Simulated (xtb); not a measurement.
AlHFBr, SMILES [F][AlH][Br]. All values are semi-empirical tight-binding results from xtb (GFN2-xTB unless named), good for trends rather than for accurate numbers. Geometry optimised at GFN2-xTB.

Optimised geometry:

```xyz
4

Al    -0.4806     1.1110     0.0000
H     -1.9265     1.5217     0.0000
F      0.6051     2.3430     0.0000
Br     0.0779    -1.0586     0.0000
```
Charge 0, spin multiplicity 1.

For metal compounds this method's bond lengths and energies can be far off.

```yaml
point_group_as_xtb_finds_it: Cs
orbital_gap: 4.93 eV
zero_point_energy: 6.4 kcal/mol
G − E(el) at 298.15 K (modified RRHO): -11.5 kcal/mol
```

Problem. Give the atomic charges and the Wiberg bond orders between heavy atoms. (An estimate is asked for; the answer gives what the named calculation found.)

Solution. charges (e) Al1 0.48, H2 -0.10, F3 -0.24, Br4 -0.14. Bond orders Al1–F3 1.28, Al1–Br4 1.35.
